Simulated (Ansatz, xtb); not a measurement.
**Relative energy of two isomers of C4H2BrFSe**

We compare a, `Fc1c[se]c(Br)c1`, a singlet, with b, `Fc1c[se]cc1Br`, a singlet. Both are isolated molecules in the gas phase, relaxed with PBE0-D3(BJ)/def2-SVP.

a (Å):

```xyz
9

C    -0.5792   -1.8703   -1.1693
C    -0.6329   -1.5602   -2.4950
C     1.3902   -0.6377   -1.2066
C     0.5354   -1.3688   -0.4333
Br    2.9582    0.1887   -0.6386
F    -1.5056   -2.6026   -0.5633
Se    0.8300   -0.5259   -2.9811
H    -1.4043   -1.8557   -3.2036
H     0.6766   -1.5569    0.6312
```

b (Å):

```xyz
9

C    -0.4318   -0.7621   -1.0112
C     0.5524   -0.6021   -0.0847
C     1.1197   -2.2141   -2.0175
C    -0.1224   -1.6566   -2.0875
Br   -1.3575   -1.9956   -3.4502
F    -1.6020   -0.1503   -0.9517
Se    2.0366   -1.6250   -0.5174
H     0.5105    0.0297    0.8003
H     1.5618   -2.9162   -2.7218
```

Question: Estimate E(b) − E(a) at the level CCSD(T)/def2-SVP + ΔMP2/def2-TZVPP.

Answer: CCSD(T)/def2-SVP + ΔMP2/def2-TZVPP gives E(b) − E(a) = −4.06 kJ/mol, slightly favouring structure b, which is too small a margin to settle the true order.

Level by level:

```csv
level,geometry,E(b) − E(a) (kJ/mol),departure from the last row (kJ/mol),"job, with rough time for the two"
GFN2-xTB,GFN2-xTB,−4.20,−0.14,"optimisation, 0.43 s"
HF/STO-3G,GFN2-xTB,−2.70,+1.36,"single point, 4 s"
r2SCAN-D4/def2-SVP,GFN2-xTB,−4.14,−0.08,"single point, 16 s"
PBE0-D3(BJ)/def2-SVP,PBE0-D3(BJ)/def2-SVP,−3.84,+0.21,"optimisation, 2.4 min"
HF/def2-SVP,PBE0-D3(BJ)/def2-SVP,−4.20,−0.15,part of the CCSD(T) run
MP2/def2-SVP,PBE0-D3(BJ)/def2-SVP,−3.57,+0.49,part of the CCSD(T) run
CCSD(T)/def2-SVP,PBE0-D3(BJ)/def2-SVP,−4.05,0.00,single point
CCSD(T)/def2-SVP + ΔMP2/def2-TZVPP,PBE0-D3(BJ)/def2-SVP,−4.06,,"single point, 5.7 min"
```

As drawn, both hold the same kinds of bond in the same numbers.

The largest departure from CCSD(T)/def2-SVP + ΔMP2/def2-TZVPP is that of HF/STO-3G, 1.36 kJ/mol. The last row adds to CCSD(T) the change of the MP2 difference between the two basis sets, here 0.00 kJ/mol.

With thermal terms from frequencies at re-optimised GFN2-xTB minima (ideal gas, soft modes damped towards free rotors, one conformer each, 298.15 K, 1 atm): the zero-point term adds −0.39 kJ/mol; ΔH is −4.55 and ΔG −4.33 kJ/mol.

The correlated steps freeze 23 core orbitals; the filled d shell of Br and Se is correlated, in a basis made for valence electrons. Run with Ansatz 0.2.0, xtb 6.7.1; the last row on 2 threads of Intel(R) Xeon(R) Processor @ 2.50GHz (Skylake/Cascade Lake) on a shared host.
